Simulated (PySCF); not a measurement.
# Excitation energy of I⁺ by level of theory

I⁺ [Kr] 4d10 5s2 5p4 (3P) → I⁺ [Kr] 4d10 5s2 5p3 6s1 (5S), as a difference of total energies. Calculation: PySCF 2.14, in dyall-av2z (22s16p12d, 130 functions); the non-relativistic Hamiltonian (point nucleus). Correlated levels: valence: [Kr] 4d10 frozen; virtual orbitals above 40 to 60 times the deepest correlated orbital energy dropped. The calculations carry no spin-orbit coupling.

```
           method  excitation energy (eV)  difference from reference (eV)
              UHF                   9.283                          -0.382
    MP2 (valence)                   9.283                          -0.382
SCS-MP2 (valence)                   9.426                          -0.239
   CCSD (valence)                   9.312                          -0.353
CCSD(T) (valence)                   9.306                          -0.359
```

Reference: 9.665 eV (measured; NIST levels, between the centres of gravity of the two terms).

These non-relativistic numbers lack the scalar-relativistic shift.
